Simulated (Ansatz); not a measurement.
A geometry relaxed with B3LYP-D3(BJ)/def2-TZVP (Ansatz, a first-principles code), charge 0, multiplicity 1:

```xyz
10

O     -0.5106     0.2281     0.5325
C      0.7042     0.0756    -0.0532
H      0.7199    -0.5659    -0.9309
H      2.7450     0.5042    -0.0870
C     -1.5899    -0.4278    -0.1163
H     -1.7415    -0.0349    -1.1264
H     -2.4782    -0.2335     0.4803
H     -1.4216    -1.5080    -0.1694
C      1.8004     0.6623     0.4106
H      1.7722     1.3000     1.2838
```

Problem. Write the SMILES of this molecule.

Solution. `C=COC`
